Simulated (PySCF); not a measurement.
SMILES [Si](/C=C/[Si](O)(O)O)(O)(O)C (GFN2-xTB optimised geometry):

```
20

Si    -2.528    -0.362     0.000
O     -2.965     1.205     0.000
O     -3.208    -1.041    -1.316
O     -3.125    -1.206     1.268
C     -0.647    -0.362     0.000
C      0.117    -1.183     0.718
Si     2.001    -1.166     0.727
C      2.706    -1.456    -1.018
O      2.451    -2.330     1.773
O      2.613     0.224     1.354
H     -3.782     1.456    -0.423
H     -3.240    -1.991    -1.369
H     -2.866    -0.963     2.152
H     -0.159     0.366    -0.637
H     -0.373    -1.914     1.348
H      3.782    -1.305    -1.042
H      2.264    -0.781    -1.744
H      2.509    -2.468    -1.357
H      3.273    -2.237     2.247
H      2.402     1.059     0.948
```

Level of theory: PBE0/def2-SVP (PySCF).

### Question
What are the frontier orbital energies and the dipole moment?

### Answer
HOMO-2 -8.65 eV, HOMO-1 -7.92 eV, HOMO -7.51 eV, LUMO -0.60 eV, LUMO+1 1.18 eV; dipole moment 0.75 D.

On the same geometry PBE/def2-SVP (PySCF) gives HOMO-2 -6.96 eV, HOMO-1 -6.61 eV, HOMO -6.04 eV, LUMO -1.50 eV, LUMO+1 0.31 eV; dipole moment 0.68 D.

Meta-Löwdin charges at PBE0/def2-SVP: Si1 1.38, O2 -0.72, O3 -0.72, O4 -0.72, C5 -0.35, C6 -0.33, Si7 1.25, C8 -0.59, O9 -0.72, O10 -0.72, H11 0.34, H12 0.34, H13 0.34, H14 0.10, H15 0.11, H16 0.11, H17 0.11, H18 0.12, H19 0.34, H20 0.33.
